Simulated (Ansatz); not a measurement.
Geometry optimisation, RHF/def2-SVP (Ansatz).

input.yaml

```yaml
crystal:
  periodic: [false, false, false]
  atoms:
    - { symbol: Ga, position_ang: [0.067116, -0.529744, -0.357837] }
    - { symbol: H, position_ang: [-0.087225, 0.140925, 2.331204] }
    - { symbol: H, position_ang: [1.425518, 0.231628, -0.516231] }
    - { symbol: H, position_ang: [-1.323754, -0.026842, -0.873677] }
    - { symbol: "N", position_ang: [0.094792, -2.177749, 0.560424] }
    - { symbol: H, position_ang: [-0.673502, -2.821998, 0.547175] }
    - { symbol: H, position_ang: [0.942795, -2.648487, 0.812159] }
    - { symbol: H, position_ang: [-0.07634, -0.545833, 2.136483] }
basis:
  gaussian: { orbitals: def2-SVP }
hamiltonian:
  xc: hf
relax:
  f_tol: 0.03
  max_steps: 50
```

Launched with:

```bash
$ ansatz run input.yaml --threads 1 --pin off --max-ram 2048MiB --backend cpu --events-out ev --progress --plain --runs-dir out
```

Problem. Where does it end, and by what steps?

Solution. The forces met the threshold. The force dipped under the threshold on the way, but the program's further checks kept it going. After 23 steps the energy has fallen by 0.276 eV; H2 moved furthest, 1.46 Å.

| step | energy less start (eV) | largest force component (eV/Å) | accepted |
| --- | --- | --- | --- |
| 0 | 0.0000 | 1.597 | yes |
| 1 | -0.1733 | 0.602 | yes |
| 2 | -0.2262 | 0.389 | yes |
| 3 | -0.2487 | 0.154 | yes |
| 4 | -0.2502 | 0.250 | yes |
| 5 | -0.2450 | 0.659 | no |
| 6 | -0.2538 | 0.051 | yes |
| 7 | -0.2562 | 0.016 | yes |
| 8 | -0.2585 | 0.084 | yes |
| 9 | -0.2587 | 0.305 | yes |
| 10 | -0.2552 | 0.351 | no |
| 11 | -0.2612 | 0.143 | yes |
| 12 | -0.2641 | 0.046 | yes |
| 13 | -0.2658 | 0.225 | yes |
| 14 | -0.2683 | 0.093 | yes |
| 15 | -0.2710 | 0.092 | yes |
| 16 | -0.2717 | 0.329 | yes |
| 17 | -0.2726 | 0.146 | yes |
| 18 | -0.2746 | 0.004 | yes |
| 19 | -0.2752 | 0.026 | yes |
| 20 | -0.2756 | 0.040 | yes |
| 21 | -0.2759 | 0.046 | yes |
| 22 | -0.2760 | 0.039 | yes |
| 23 | -0.2761 | 0.027 | yes |

```xyz
8
Properties=species:S:1:pos:R:3
Ga 0.134 -0.741 -1.022
H -0.215 -0.205 3.744
H 1.525 -0.176 -1.482
H -1.237 -0.391 -1.701
N 0.109 -1.872 0.403
H -0.714 -2.318 0.758
H 0.925 -2.192 0.887
H -0.158 -0.483 3.052
```

Whether the end is a true minimum wasn't checked by a vibrational analysis.

The run took 43 s on 1 thread of AMD EPYC 7R43 64-Core Processor (Zen 3), on a shared host, peak memory 0.17 GiB.
